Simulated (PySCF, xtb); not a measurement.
C₂H₇Si, SMILES C[SiH]C, multiplicity 2.

Harmonic wavenumbers (cm⁻¹) from GFN2-xTB in xtb at its own minimum, in rising order: 106, 121, 179, 461, 597, 693, 764, 797, 836, 844, 854, 1366, 1371, 1486, 1490, 1490, 1496, 2212, 2987, 2991, 3034, 3038, 3043, 3046.

Q: What does PBE-D3(BJ)/def2-SVP run with PySCF 2.14.0 give at its own minimum? (The exact figures need the calculation; the answer reports its results.)

A: 137, 149, 193, 478, 584, 626, 658, 711, 825, 834, 865, 1200, 1208, 1371, 1375, 1380, 1387, 2106, 2961, 2961, 3055, 3055, 3081, 3081. Paired by order, the mean absolute difference is 60 cm⁻¹ and the zero-point energies are 50.5 and 49.0 kcal/mol.
